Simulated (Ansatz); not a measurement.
Wavefunction ladder for C$_{3}$H$_{6}$O$_{2}$Si, SMILES `C=C=C(O)[SiH2]O`

Cartesian coordinates in Å:
```
C 0.455 2.314 -0.779
C 0.431 1.161 -0.173
C 0.356 -0.010 0.401
O 1.275 -0.510 1.296
Si -1.089 -1.151 0.061
O -0.585 -2.606 -0.519
H -0.019 3.192 -0.350
H 0.952 2.441 -1.738
H 1.977 0.138 1.422
H -1.839 -1.325 1.335
H -1.936 -0.538 -0.983
H 0.023 -3.106 0.027
```

Total charge 0; spin multiplicity 1. Geometry: relaxed with PBE0-D4/def2-TZVP. It is one conformer, not always the lowest. Frozen core, restricted reference, Ansatz 0.2.0. CBS rows extrapolate triple and quadruple zeta; past MP2 they add the triple-zeta difference.

| basis | HF (Eh) | MP2 corr. |
| --- | --- | --- |
| def2-TZVPP | -555.86033 | -1.06599 |
| def2-QZVPP | -555.88174 | -1.14486 |

(1) Estimate the CCSD correlation energy and the (T) correction in each basis where they were run (hartree).

## Answers

(1) 
```csv
basis,CCSD corr.,(T)
def2-TZVPP,-1.10138,-0.04761
CBS(def2),-1.23867,as TZ
```
